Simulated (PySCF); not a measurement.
**Substituent chemical shifts**

Parent skeleton `[CH:1]1=[CH:2][CH:3]2[CH:4]3[CH:5]=[CH:6][CH:7]1[CH:8]23`; one hydrogen on atom 7 is replaced by X. Hydrogens on one atom are averaged.

How the numbers were obtained: coordinates at the GFN2-xTB level, NMR shieldings at PBE0/pcSseg-1/GIAO, in PySCF 2.14 (non-relativistic, in vacuum, one averaged value for each set of equivalent atoms, one computed conformer).

Shifts are taken against calculated references (same method and geometry level): 13C (σref 186.93), 1H (σref 31.72) vs TMS.

Parent (X = H): C1/C6 137.6, C2/C5 125.4, C3/C4 45.7, C7 56.1, C8 52.0, H(C1)/H(C6) 5.98, H(C2)/H(C5) 5.12, H(C3)/H(C4) 3.02, H(C8) 2.93 ppm. Effects are Δδ = δ(X) − δ(H), positive for deshielding.

Question: Order these by the shift of H(C8), most shielded first.
A. X = N=CH2
B. X = CH2SiH3
C. X = CH2Cl

Answer: B (-0.24 ppm), C (+0.12 ppm), A (+0.32 ppm).
